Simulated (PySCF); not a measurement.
The dipole of `C[C@H]1[SiH2][C@H](OC)[SiH2]1` from its density and from atomic charges.

Coordinates (GFN2-xTB, Å) and charges (e) from the PBE0/pcSseg-1 density (PySCF):

```csv
atom,x,y,z,Mulliken,IAO,Hirshfeld,ESP-fitted
C1,3.083,-0.240,0.585,-0.0198,-0.1927,-0.0447,-0.1674
O2,2.022,0.659,0.450,-0.5013,-0.3841,-0.1490,-0.2901
C3,0.756,0.087,0.783,-0.4442,-0.4392,-0.1304,-0.1382
Si4,-0.639,1.407,0.581,+0.7171,+0.7468,+0.3399,+0.3489
C5,-1.337,0.317,-0.852,-0.8439,-0.6364,-0.1923,+0.0254
C6,-2.794,-0.120,-0.746,-0.2023,-0.4007,-0.1236,-0.4262
Si7,-0.001,-1.048,-0.592,+0.6594,+0.6965,+0.3215,+0.2232
H8,3.989,0.288,0.288,+0.1192,+0.1553,+0.0492,+0.1226
H9,2.944,-1.122,-0.053,+0.0831,+0.1146,+0.0299,+0.0873
H10,3.185,-0.580,1.625,+0.0854,+0.1175,+0.0336,+0.0922
H11,0.831,-0.368,1.781,+0.1381,+0.1233,+0.0211,+0.0909
H12,-1.536,1.489,1.738,-0.0834,-0.1217,-0.0757,-0.0911
H13,-0.154,2.731,0.208,-0.0653,-0.1043,-0.0684,-0.0866
H14,-1.211,0.811,-1.818,+0.1688,+0.1521,+0.0333,+0.0214
H15,-2.980,-0.618,0.203,+0.1085,+0.1316,+0.0347,+0.0982
H16,-3.462,0.738,-0.812,+0.1153,+0.1368,+0.0367,+0.1039
H17,-3.052,-0.813,-1.546,+0.1157,+0.1368,+0.0368,+0.1150
H18,0.863,-1.288,-1.748,-0.0690,-0.1103,-0.0734,-0.0570
H19,-0.519,-2.321,-0.082,-0.0814,-0.1220,-0.0787,-0.0724
```

**Question.** Compute μ = Σ q r for each scheme (1 e·Å = 4.803 D) and compare with the dipole of the full density.

**Answer.** The full density gives (-0.21, -0.85, 0.10) D, 0.88 D in size; dipole vectors point from the negative to the positive end.

```csv
scheme,μx,μy,μz,size (D),share of the full size (%),angle to the full dipole (°)
Mulliken,-1.10,-1.98,0.66,2.36,267,17
IAO,-0.35,-1.37,0.38,1.46,165,8
Hirshfeld,-0.11,-0.34,0.10,0.37,42,10
ESP-fitted,-0.22,-0.90,0.10,0.93,106,1
```

**Question.** Which set comes closest?

**Answer.** Length of the difference vector: ESP-fitted 0.05 D, Hirshfeld 0.53 D, IAO 0.60 D, Mulliken 1.54 D. Closest: ESP-fitted. ESP charges are fitted to the potential around the molecule, whose slowest-falling term is the dipole's. 

**Question.** What is left for the Hirshfeld atoms' own dipoles?

**Answer.** The Hirshfeld atoms' densities add up to the full density, so μ = Σ q r + Σ (atomic dipoles). The atomic dipoles sum to (-0.21, -0.85, 0.10) − (-0.11, -0.34, 0.10) = (-0.10, -0.51, 0.00) D, 0.53 D in size.

**Question.** With the origin at the mean of the coordinates, (-0.001, 0.000, 0.000) Å, which are the largest single terms, by size, of the Mulliken dipole along the direction of the full one?

**Answer.** Si4 -3.90, Si7 +2.98, O2 +2.58, H19 -0.92, H13 +0.81 D; all 19 atoms together +2.25 D. The single terms depend on the origin, their sum doesn't.

**Question.** Give the size of the full dipole in other units.

**Answer.** 0.88 D = 0.348 au = 0.184 e·Å = 2.95 × 10⁻³⁰ C·m.

Geometry: GFN2-xTB, one conformer, isolated molecule.

Conformer computed: `[CH3:1][O:2][C@H:3]1[SiH2:4][C@H:5]([CH3:6])[SiH2:7]1`: C1–O2–C3–Si4 179°.
